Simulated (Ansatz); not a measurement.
Harmonic frequencies (cm⁻¹) at PBE0-D4/def2-TZVP from Ansatz: 44, 54, 71, 113, 130, 165, 191, 205, 299, 552, 664, 671, 1176, 1178, 1221, 1476, 1488, 1489, 3036, 3116, 3116.

Each molecule was computed in one conformer, which needn't be the lowest.

Question: Which molecule is it?
A. `C[O][Zr]([F])([F])[Br]`
B. `C#[C][Zr]([OH])([OH])[F]`
C. `[NH2][Zr]([NH2])([F])[F]`
D. `[NH2][Zr]([NH2])([Cl])[Cl]`

Answer: A.
